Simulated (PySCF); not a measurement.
C₆H₇ (SMILES [C]1=CC=CCC1), doublet (typed; the unrestricted solution is spin-contaminated), at a GFN2-xTB geometry, with bond 10-5 at 1.5 times its length; PySCF with HF/6-31G.

Input for PySCF:
```python
from pyscf import gto, scf

mol = gto.M(
    atom='''
C    -0.018138   -1.398782   -0.195215
C     1.185989   -0.885852   -0.223794
C     1.295008    0.581937   -0.190749
C     0.236536    1.320162    0.125622
C    -1.069693    0.701733    0.532240
C    -1.290734   -0.671886   -0.142800
H     2.092801   -1.464572   -0.293791
H     2.248208    1.017152   -0.451230
H     0.297299    2.398774    0.162361
H    -2.320137    1.692334    0.162643
H    -1.060605    0.574376    1.621478
H    -1.658289   -0.543908   -1.168013
H    -2.049903   -1.227830    0.411529
''',
    basis='6-31g',
    charge=0,
    spin=1,
    verbose=4,
)

mf = scf.UHF(mol)
mf.kernel()
mo_i, mo_e, stable_i, stable_e = mf.stability(internal=True, external=True, return_status=True, nroots=6, tol=1e-6)
print('internally stable:', stable_i, ' externally stable:', stable_e)
if not stable_i:
    umf = mf.copy()
    umf.scf_summary = {}
    umf.kernel(umf.make_rdm1(mo_i, mf.mo_occ))
```

Problem. Predict the main parts of the log of this PySCF run.

Solution. 
```
PySCF version 2.14.0

[INPUT] verbose = 4
[INPUT] num. atoms = 13
[INPUT] num. electrons = 43
[INPUT] charge = 0
[INPUT] spin (= nelec alpha-beta = 2S) = 1
[INPUT] symmetry False subgroup None
[INPUT] Mole.unit = angstrom
[INPUT] Symbol           X                Y                Z      unit          X                Y                Z       unit  Magmom
[...]
nuclear repulsion = 209.012268103584
number of shells = 44
number of NR pGTOs = 160
number of NR cGTOs = 68
basis = 6-31g
ecp = {}

******** <class 'pyscf.scf.uhf.UHF'> ********
method = UHF
initial guess = minao
damping factor = 0
level_shift factor = 0
DIIS = <class 'pyscf.scf.diis.CDIIS'>
diis_start_cycle = 1
diis_space = 8
diis_damp = 0
SCF conv_tol = 1e-09
SCF conv_tol_grad = None
SCF max_cycles = 50
direct_scf = True
direct_scf_tol = 1e-13
number electrons alpha = 22  beta = 21
Set gradient conv threshold to 3.16228e-05
init E= -232.436592738208

cycle= 1 E= -230.91622517191  delta_E= 1.52  |g|= 0.284  |ddm|= 2.36
cycle= 2 E= -230.995965921728  delta_E= -0.0797  |g|= 0.116  |ddm|= 0.553
cycle= 3 E= -231.00912562306  delta_E= -0.0132  |g|= 0.0537  |ddm|= 0.213
cycle= 4 E= -231.013193759817  delta_E= -0.00407  |g|= 0.0225  |ddm|= 0.108
cycle= 5 E= -231.014588704048  delta_E= -0.00139  |g|= 0.0182  |ddm|= 0.0551
cycle= 6 E= -231.015655876031  delta_E= -0.00107  |g|= 0.0166  |ddm|= 0.0436
cycle= 7 E= -231.016847125032  delta_E= -0.00119  |g|= 0.0164  |ddm|= 0.0483
cycle= 8 E= -231.017776277767  delta_E= -0.000929  |g|= 0.0164  |ddm|= 0.0374
cycle= 9 E= -231.018640923387  delta_E= -0.000865  |g|= 0.0163  |ddm|= 0.0349
cycle= 10 E= -231.01983807807  delta_E= -0.0012  |g|= 0.0164  |ddm|= 0.0501
cycle= 11 E= -231.018339546768  delta_E= 0.0015  |g|= 0.0159  |ddm|= 0.069
cycle= 12 E= -231.013776818985  delta_E= 0.00456  |g|= 0.0122  |ddm|= 0.28
cycle= 13 E= -231.011703236134  delta_E= 0.00207  |g|= 0.0111  |ddm|= 0.178
cycle= 14 E= -231.006194793026  delta_E= 0.00551  |g|= 0.0247  |ddm|= 0.321
cycle= 15 E= -231.014198508495  delta_E= -0.008  |g|= 0.0104  |ddm|= 0.505
cycle= 16 E= -231.013786497938  delta_E= 0.000412  |g|= 0.011  |ddm|= 0.0364
cycle= 17 E= -231.014063734223  delta_E= -0.000277  |g|= 0.0109  |ddm|= 0.0199
cycle= 18 E= -231.014097152989  delta_E= -3.34e-05  |g|= 0.0108  |ddm|= 0.00678
cycle= 19 E= -231.013043308251  delta_E= 0.00105  |g|= 0.0122  |ddm|= 0.0674
cycle= 20 E= -231.014897658532  delta_E= -0.00185  |g|= 0.0112  |ddm|= 0.126
[...]
cycle= 28 E= -231.012864758105  delta_E= 0.00302  |g|= 0.013  |ddm|= 0.258
cycle= 29 E= -231.020505163567  delta_E= -0.00764  |g|= 0.0144  |ddm|= 0.502
cycle= 30 E= -231.014693302139  delta_E= 0.00581  |g|= 0.0164  |ddm|= 0.33
cycle= 31 E= -231.013188826045  delta_E= 0.0015  |g|= 0.0187  |ddm|= 0.102
cycle= 32 E= -231.010990996791  delta_E= 0.0022  |g|= 0.0217  |ddm|= 0.127
cycle= 33 E= -231.011428067891  delta_E= -0.000437  |g|= 0.0166  |ddm|= 0.178
cycle= 34 E= -231.011749279387  delta_E= -0.000321  |g|= 0.016  |ddm|= 0.0195
cycle= 35 E= -231.013165978503  delta_E= -0.00142  |g|= 0.0129  |ddm|= 0.0771
cycle= 36 E= -231.014971844018  delta_E= -0.00181  |g|= 0.0101  |ddm|= 0.118
cycle= 37 E= -231.015993913249  delta_E= -0.00102  |g|= 0.0109  |ddm|= 0.0859
cycle= 38 E= -231.018129326229  delta_E= -0.00214  |g|= 0.0112  |ddm|= 0.146
cycle= 39 E= -231.016679763005  delta_E= 0.00145  |g|= 0.0103  |ddm|= 0.0931
cycle= 40 E= -231.01410100211  delta_E= 0.00258  |g|= 0.0124  |ddm|= 0.171
cycle= 41 E= -231.01051315622  delta_E= 0.00359  |g|= 0.0185  |ddm|= 0.211
cycle= 42 E= -231.012899361547  delta_E= -0.00239  |g|= 0.0139  |ddm|= 0.14
cycle= 43 E= -231.012533614236  delta_E= 0.000366  |g|= 0.0145  |ddm|= 0.0195
cycle= 44 E= -231.012651627022  delta_E= -0.000118  |g|= 0.0143  |ddm|= 0.00688
cycle= 45 E= -231.013608397845  delta_E= -0.000957  |g|= 0.013  |ddm|= 0.0609
cycle= 46 E= -231.013982443483  delta_E= -0.000374  |g|= 0.0126  |ddm|= 0.0246
cycle= 47 E= -231.019755071406  delta_E= -0.00577  |g|= 0.0145  |ddm|= 0.373
cycle= 48 E= -231.014335046533  delta_E= 0.00542  |g|= 0.0139  |ddm|= 0.321
cycle= 49 E= -231.011930721552  delta_E= 0.0024  |g|= 0.0176  |ddm|= 0.139
cycle= 50 E= -231.012685152467  delta_E= -0.000754  |g|= 0.0151  |ddm|= 0.0531
SCF not converged.
SCF energy = -231.012685152467 after 50 cycles  <S^2> = 1.1894116  2S+1 = 2.3995096
uhf_internal: lowest eigs of H = [0.04815206 0.12673035 0.1509519  0.27987625 0.39611626 0.43678357]
<class 'pyscf.scf.uhf.UHF'> wavefunction is stable in the internal stability analysis
uhf_real2complex: lowest eigs of H = [0.14809304 0.19329208 0.205295   0.20819269 0.26277404 0.26890034]
<class 'pyscf.scf.uhf.UHF'> wavefunction is stable in the real -> complex stability analysis
uhf_external: lowest eigs of H = [-0.0283467   0.01126667  0.02713583  0.06170839  0.10605874  0.1839783 ]
<class 'pyscf.scf.uhf.UHF'> wavefunction has an UHF/UKS -> GHF/GKS instability
internally stable: True  externally stable: False
```

The run did not converge; its last values are not results.
